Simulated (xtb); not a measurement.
xtb input:

```bash
xtb mol.xyz --gfn 2 --sp --chrg 0 --uhf 0
```
mol.xyz:
```
5

Br     1.63048739     0.10500422     0.03957734
C     -0.01108769    -0.93499836     0.00720528
Br    -1.62754625     0.14301495    -0.04148863
H      0.00407780    -1.54253250    -0.88715885
H     -0.04049152    -1.52814838     0.91082213
```

Q: What final total energy does it print?

A: -11.30916 Eh (GFN2-xTB).
